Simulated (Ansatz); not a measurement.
Molecule: SF, charge 0, multiplicity 2. 
Structure (B3LYP-D3(BJ)/def2-TZVP (Ansatz, an electronic-structure program) minimum search):
SMILES: F[S]
```xyz
2

S      0.0000     0.0000    -0.5793
F      0.0000     0.0000     1.0299
```
Charge 0, spin multiplicity 2.

PBE beside other levels, property by property. Valence correlation only, unless marked. UHF or UKS for open shells. No spin-orbit coupling. No relativistic terms. CBS(X,Y): correlation extrapolated as X^-3; Hartree-Fock from the larger set (for Q and 5 zeta extrapolated as (X+1)exp(-9√X)). Atomisation energies are electronic, to ground-state atoms; the column to compare with has the core term from cc-pwCVTZ added, other frozen-core levels have none. Vertical energies are electronic, to the SCF solution reached for that spin. Anions need diffuse functions, of which def2-TZVPD holds fewer than the aug- sets. The coupled-cluster column (Ansatz) is a level with limits of its own: (a) CCSD(T)/CBS(aug-cc-pV(T+d)Z,aug-cc-pV(Q+d)Z); (b) CCSD(T)/CBS(cc-pV(Q+d)Z,cc-pV(5+d)Z).

```tsv
property	SVWN5/def2-TZVPD (Ansatz)	B3LYP-D3(BJ)/def2-TZVPD (Ansatz + dftd3)	CAM-B3LYP/def2-TZVPD (Ansatz)	coupled cluster
vertical ionisation energy to the triplet (eV)	10.33	10.36	10.41	10.36 (a)
vertical electron affinity to the singlet (eV)	2.28	2.14	2.14	2.20 (a)
atomisation energy (kcal/mol)	117.6	85.7	86.4	85.0 (b)
```

Problem. What does PBE/def2-TZVPD (Ansatz) give for each property, and on which side of coupled cluster does it fall?

Solution. 
- vertical ionisation energy to the triplet: PBE lies 0.22 eV below coupled cluster; PBE gives 10.14 eV.
- vertical electron affinity to the singlet: PBE lies 0.16 eV below coupled cluster; PBE gives 2.04 eV.
- atomisation energy: PBE lies 9.8 kcal/mol above coupled cluster; PBE gives 94.8 kcal/mol.
